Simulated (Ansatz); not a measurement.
Reaction (redistribution): `[OH][Al]([SiH3])[SnH3]` + `[NH2][GeH2][SiH2]Cl` → `[SiH3][Al]([Cl])[SnH3]` + `[NH2][GeH2][SiH2]O`

Calculated with Ansatz (gas phase, PBE0-D4/def2-TZVP geometries, no zero-point term in ΔE). CCSD(T)/CBS adds triple-zeta CCSD(T) − MP2 to the extrapolated MP2 energy (def2 sets, frozen cores). DFT in def2-TZVPP. B3LYP here is the variant with VWN-RPA as its local correlation; programs differ in this. Elements past krypton have def2 core potentials. For Ge, Sn outer-core shells are correlated without core-valence functions, which leaves a few kJ/mol of doubt a bond. Scalar relativity is left out up to krypton. Each species was taken in one conformer, which may not be the lowest.

| level | ΔE (kJ/mol) | difference from CCSD(T)/CBS |
| --- | --- | --- |
| PBE-D4 | -26.7 | -1.1 |
| r2SCAN-D4 | -27.2 | -1.6 |
| B3LYP-D4 | -25.7 | -0.1 |
| ωB97X-V | -25.0 | 0.6 |
| ωB97M-V | -26.7 | -1.1 |
| HF/def2-TZVPP | -21.3 | 4.3 |
| CCSD/def2-TZVPP | -23.9 | 1.7 |
| MP2/def2-QZVPP | -24.5 | 1.1 |
| MP2/CBS(def2) | -25.1 | 0.5 |
| CCSD/CBS(def2) | -24.2 | 1.4 |
| CCSD(T)/CBS | -25.6 | 0 |

Largest T1 diagnostic among the species: 0.014.

In def2-TZVPP, CCSD(T) changes the Hartree–Fock value by −4.0 kJ/mol (the triples alone add −1.4 kJ/mol) and MP2 by −3.5 kJ/mol.
